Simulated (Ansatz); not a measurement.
Cartesian coordinates in Å:
```
C 0.661 -1.487 0.017
O 0.216 -0.168 -0.073
Ti -0.491 1.409 -0.089
F -0.744 1.917 -1.746
F 0.580 2.535 0.720
Br -2.552 1.294 1.047
H 1.615 -1.517 0.549
H 0.791 -1.899 -0.987
H -0.076 -2.084 0.561
```

Total charge 0; spin multiplicity 1.

Problem. List the ωB97M-V/def2-TZVPP orbital energies in eV (Ansatz 0.2.0). (An estimate is asked.)

Solution. Computed: Occupied: -13156.65, -4882.26, -1708.98, -1537.15, -1537.13, -1537.13, -677.65, -677.65, -550.98, -527.50, -459.49, -459.48, -459.47, -283.63, -241.82, -181.43, -181.35, -181.35, -74.82, -74.79, -74.79, -74.73, -74.73, -71.43, -47.00, -46.96, -46.69, -35.15, -34.92, -31.68, -23.95, -22.51, -16.77, -16.40, -16.31, -15.74, -15.73, -15.25, -15.11, -14.96, -14.50, -12.42, -12.12, -12.07, -10.99, -10.86. Lowest empty: -0.32, -0.31, 0.15, 0.62, 0.99, 1.03, 2.73, 3.12.
